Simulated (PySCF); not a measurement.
C7H15Al.
SMILES with atom numbers: `[CH3:1][CH:2]([CH3:3])[C@H:4]1[CH2:5][CH2:6][CH2:7][AlH:8]1` (hydrogens: H9, H10, H11 on C1; H12 on C2; H13, H14, H15 on C3; H16 on C4; H17, H18 on C5; H19, H20 on C6; H21, H22 on C7; H23 on Al8)

Method: PBE0-D3(BJ)/def2-SVP geometry optimisation, gas phase (PySCF 2.14.0); density fitting, grid level 1; the optimiser is geomeTRIC in internal coordinates, started from a GFN2-xTB structure.

Geometry at step 1:
```
atom  x, y, z in Å
C1     -2.3626   -0.7174    0.3908
C2     -1.3875    0.0833   -0.4686
C3     -1.9919    1.4352   -0.8276
C4     -0.0158    0.2377    0.2025
C5      0.7157   -1.0926    0.4896
C6      2.1824   -0.8635    0.8739
C7      2.8925   -0.0096   -0.1916
Al8     1.4549    1.2465   -0.6746
H9     -2.5265   -0.2076    1.3568
H10    -1.9907   -1.7307    0.6069
H11    -3.3432   -0.8228   -0.1022
H12    -1.2389   -0.4829   -1.4111
H13    -2.1757    2.0310    0.0841
H14    -2.9529    1.3302   -1.3569
H15    -1.3208    2.0266   -1.4695
H16    -0.1858    0.7399    1.1843
H17     0.2158   -1.6861    1.2771
H18     0.6848   -1.7162   -0.4275
H19     2.2080   -0.3288    1.8436
H20     2.6933   -1.8273    1.0498
H21     3.1358   -0.6385   -1.0725
H22     3.8562    0.3992    0.1550
H23     1.4386    2.6193   -1.5072
```

Task: What forces act on the atoms?

Result: 
| atom | Fx (eV/Å) | Fy (eV/Å) | Fz (eV/Å) |
| --- | --- | --- | --- |
| C1 | -0.060 | -0.026 | 0.019 |
| C2 | 0.036 | -0.043 | -0.033 |
| C3 | -0.022 | 0.068 | 0.040 |
| C4 | 0.002 | -0.036 | 0.044 |
| C5 | -0.067 | -0.048 | 0.007 |
| C6 | 0.017 | 0.124 | 0.025 |
| C7 | 0.166 | 0.050 | -0.036 |
| Al8 | -0.103 | -0.030 | -0.008 |
| H9 | -0.004 | -0.028 | -0.023 |
| H10 | 0.004 | 0.025 | -0.006 |
| H11 | 0.018 | 0.003 | 0.011 |
| H12 | 0.005 | 0.043 | 0.032 |
| H13 | -0.009 | -0.019 | -0.034 |
| H14 | 0.012 | -0.016 | 0.038 |
| H15 | 0.020 | 0.010 | -0.040 |
| H16 | 0.039 | 0.004 | -0.069 |
| H17 | -0.014 | 0.035 | -0.044 |
| H18 | -0.005 | 0.009 | 0.059 |
| H19 | -0.002 | -0.045 | -0.034 |
| H20 | -0.036 | 0.017 | -0.029 |
| H21 | -0.018 | 0.044 | 0.011 |
| H22 | -0.033 | -0.012 | -0.009 |
| H23 | 0.054 | -0.128 | 0.078 |

The largest, 0.18 eV/Å, acts on C7; the rms over all components is 0.046 eV/Å. The forces sum to zero within rounding, as they must for an isolated molecule in no field.

Task: Give the force on C7 in Eh/bohr and in nN.

Result: 0.177 eV/Å ÷ 51.422 = 0.00344 Eh/bohr, and 0.177 eV/Å × 1.602 = 0.28 nN.

Task: How far is this geometry from the end of the optimisation?

Result: 0.007 eV above it, and 0.047 Å rms away after alignment. The bonds farthest from their final lengths, with half the difference of the two atoms' forces along the bond (positive lengthens):

```json
{"bond": "Al8–H23", "now (Å)": "1.606", "final (Å)": "1.595", "force along bond (eV/Å)": "-0.06"}
{"bond": "C4–Al8", "now (Å)": "1.987", "final (Å)": "1.980", "force along bond (eV/Å)": "-0.03"}
{"bond": "C7–Al8", "now (Å)": "1.969", "final (Å)": "1.965", "force along bond (eV/Å)": "+0.07"}
{"bond": "C5–C6", "now (Å)": "1.533", "final (Å)": "1.537", "force along bond (eV/Å)": "+0.06"}
{"bond": "C4–C5", "now (Å)": "1.545", "final (Å)": "1.542", "force along bond (eV/Å)": "-0.01"}
{"bond": "C6–H19", "now (Å)": "1.108", "final (Å)": "1.106", "force along bond (eV/Å)": "-0.07"}
```

The angle farthest from its final value is C7–Al8–H23, 132.8° against 130.8°.

What follows is the cost of the whole optimisation. Hardware: one thread, Arm Neoverse V2 (aarch64), shared host with 96 logical CPUs at a one-minute load of 40. Cost: 2.0 min of wall time, 0.88 GiB resident at most.
